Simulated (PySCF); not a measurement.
BrF⁺: frontier orbitals

PBE at R = 1.702 Å; PySCF, no relativity, basis sets Br 6-31G(d,p), F 6-31G(d,p). State: ²Π (doublet), unpaired electrons π ↑. Only the outer orbitals are listed, counted within each symmetry.

```json
{"spin": "α", "orbital": "8σ", "occ.": "1", "ε (eV)": "-39.90", "on Br (%)": "10", "main shells (%)": "87 F s"}
{"spin": "α", "orbital": "9σ", "occ.": "1", "ε (eV)": "-29.51", "on Br (%)": "85", "main shells (%)": "85 Br s, 10 F s"}
{"spin": "α", "orbital": "10σ", "occ.": "1", "ε (eV)": "-21.88", "on Br (%)": "38", "main shells (%)": "58 F p, 31 Br p"}
{"spin": "α", "orbital": "4π", "occ.": "1", "ε (eV)": "-20.57", "on Br (%)": "30", "main shells (%)": "70 F p, 29 Br p"}
{"spin": "α", "orbital": "4π", "occ.": "1", "ε (eV)": "-19.81", "on Br (%)": "25", "main shells (%)": "75 F p, 24 Br p"}
{"spin": "α", "orbital": "5π", "occ.": "1", "ε (eV)": "-17.10", "on Br (%)": "72", "main shells (%)": "71 Br p, 28 F p"}
{"spin": "α", "orbital": "5π", "occ.": "1", "ε (eV)": "-16.03", "on Br (%)": "76", "main shells (%)": "76 Br p, 24 F p"}
{"spin": "α", "orbital": "11σ", "occ.": "0", "ε (eV)": "-12.90", "on Br (%)": "75", "main shells (%)": "68 Br p, 26 F p"}
{"spin": "α", "orbital": "12σ", "occ.": "0", "ε (eV)": "-2.57", "on Br (%)": "101", "main shells (%)": "100 Br s"}
{"spin": "α", "orbital": "6π", "occ.": "0", "ε (eV)": "-0.03", "on Br (%)": "100", "main shells (%)": "98 Br p"}
{"spin": "β", "orbital": "8σ", "occ.": "1", "ε (eV)": "-39.54", "on Br (%)": "10", "main shells (%)": "86 F s"}
{"spin": "β", "orbital": "9σ", "occ.": "1", "ε (eV)": "-28.80", "on Br (%)": "84", "main shells (%)": "84 Br s, 10 F s"}
{"spin": "β", "orbital": "10σ", "occ.": "1", "ε (eV)": "-21.58", "on Br (%)": "39", "main shells (%)": "57 F p, 30 Br p, 8 Br s"}
{"spin": "β", "orbital": "4π", "occ.": "1", "ε (eV)": "-19.64", "on Br (%)": "24", "main shells (%)": "76 F p, 23 Br p"}
{"spin": "β", "orbital": "4π", "occ.": "1", "ε (eV)": "-19.62", "on Br (%)": "24", "main shells (%)": "76 F p, 23 Br p"}
{"spin": "β", "orbital": "5π", "occ.": "1", "ε (eV)": "-15.72", "on Br (%)": "78", "main shells (%)": "77 Br p, 22 F p"}
{"spin": "β", "orbital": "5π", "occ.": "0", "ε (eV)": "-15.69", "on Br (%)": "77", "main shells (%)": "77 Br p, 23 F p"}
{"spin": "β", "orbital": "11σ", "occ.": "0", "ε (eV)": "-12.52", "on Br (%)": "76", "main shells (%)": "69 Br p, 26 F p"}
{"spin": "β", "orbital": "12σ", "occ.": "0", "ε (eV)": "-2.23", "on Br (%)": "101", "main shells (%)": "100 Br s"}
```

Question: Which are the highest filled and the lowest empty level, where do they sit, and how wide is the gap?

Answer: Highest filled β 5π at -15.72 eV (in %: 77 Br p, 22 F p); lowest empty β 5π at -15.69 eV (in %: 77 Br p, 23 F p); the gap at PBE is 0.03 eV. Both belong to one degenerate shell, split only by its one-sided filling, so this is no excitation gap.

| Quantity | Value |
| --- | --- |
| bond order (Mayer) | 1.30 |
| ⟨S²⟩ | 0.751 |
| charge on Br (Mulliken, basis-dependent) | 1.06 |
| charge on Br (Löwdin, basis-dependent) | 1.02 |
| dipole moment (positive dipole points towards F; it is taken about the centre of mass and depends on that origin) | -1.15 D |
| polarisability along the bond | 20.4 bohr³ |
| polarisability across the bond | 9.9 bohr³ |

Shares are Mulliken populations and can fall outside 0 to 100 %.

Spin–orbit coupling is left out. The state was picked by a PBE0 search and need not be the measured ground state.
